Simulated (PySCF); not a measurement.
This script is equivalent to a calculation on Al+ (aluminium, charge +1).

```python
from pyscf import gto, scf, dft, mp, cc
import basis_set_exchange as bse
mol = gto.M(atom="Al 0 0 0", charge=1, spin=0, symmetry="D2h",
            basis=gto.basis.parse(bse.get_basis("cc-pV(D+d)Z", elements=["Al"], fmt="nwchem", header=False)))
mf = dft.UKS(mol, xc="PBE0")
mf.irrep_nelec = {'Ag': (3, 3), 'B1u': (1, 1), 'B2u': (1, 1), 'B3u': (1, 1)}
mf.kernel()
```

**Question.** What total energy does it give?

**Answer.** -242.022 hartree (calculated).

**Question.** Which occupied shell lies highest, and where?

**Answer.** 3s, at -15.763 eV.
